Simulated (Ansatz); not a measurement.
`OB(F)S[SiH3]`, charge 0, multiplicity 1.

Give a relaxed structure at PBE0-D4/def2-TZVP (Ansatz 0.2.0). (Best estimate.)

The calculation gave: 
Z-matrix (Å, degrees):
```
Si
S 1 2.149
H 1 1.483 2 104.4
H 1 1.482 2 111.2 3 -118.3
H 1 1.482 2 111.1 3 118.3
B 2 1.810 1 99.0 3 180.0
F 6 1.333 2 118.2 1 -180.0
O 6 1.353 2 121.7 1 -0.0
H 8 0.962 6 113.4 2 -180.0
```
Point group Cs.
This is one stationary point; other conformers may exist.
